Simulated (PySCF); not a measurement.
## Correlation energy of Be (beryllium, neutral)

[He] 2p2, high-spin 3P determinant (an excited configuration). Calculation: PySCF 2.14, in x2c-TZVPPall with one added diffuse shell of s type (6s3p1d, 20 functions); the spin-free X2C one-electron Hamiltonian (Gaussian nucleus). Frozen: 1s2; 2 electrons correlated.

With two correlated electrons CCSD is exact within the correlated space (frozen core and kept virtual orbitals).

```csv
level,correlation energy (mhartree)
CCSD,-7.56
```

Diagnostics: T1 = 0.00063, D1 = 0.0009, largest double amplitude 0.074.

Cost of the coupled-cluster step: roughly 0.06 core-seconds, for 2 correlated electrons.
